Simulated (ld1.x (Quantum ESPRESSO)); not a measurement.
Be (Z = 4): RRKJ pseudisation with PBE, non-relativistic reference atom.

* Element: beryllium
* Generator: ld1.x (Quantum ESPRESSO) 7.5
* Type: norm-conserving RRKJ (Kleinman–Bylander form)
* Functional: PBE
* Relativity: non-relativistic
* Frozen core: [He]
* Valence charge: 2
* Reference configuration: 2s1.5 2p0.5
* Partial waves: 2p (bound): rc 3.10 bohr; 3d channel at 0.05 Ry: rc 2.70 bohr; 2s (bound): rc 1.65 bohr
* Local potential: the s channel
* Core correction: Bessel-smoothed model core, default radius (core density twice the valence density)
* rho0: 0.02

All-electron outer shells of the reference configuration (PBE, non-relativistic, ld1.x):

```csv
shell,level (eV),outermost node (bohr),outermost maximum (bohr)
2s,-5.91,0.59,2.04
2p,-2.30,–,2.26
```

(1) Estimate the cutoffs (Ry, on a coarse ladder) from which the occupation-weighted sum of valence levels, in a spherical-Bessel basis at the reference potential, stays within 10 and 1 mRy of its value at 400 Ry.

(2) Does the potential have ghost states?

(3) Which valence shell sets the plane-wave cutoff?

(4) Tests: 2s2 2p0; 2s1 2p0; 2s1.5 2p0; 2s0 2p2; 2s1 2p1; 2s0 2p1. Which has the largest error in its energy relative to the reference configuration, and how large is it?

Results:

(1) 10 Ry and 18 Ry.

(2) No extra level below or beside the all-electron valence levels (p, d, s, f tested).

(3) 2s: its level needs 15 Ry to come within 1 mRy, against 10 Ry for 2p.

(4) 2s0 2p1, with -60 meV (all-electron minus pseudo) on +11.66 eV.
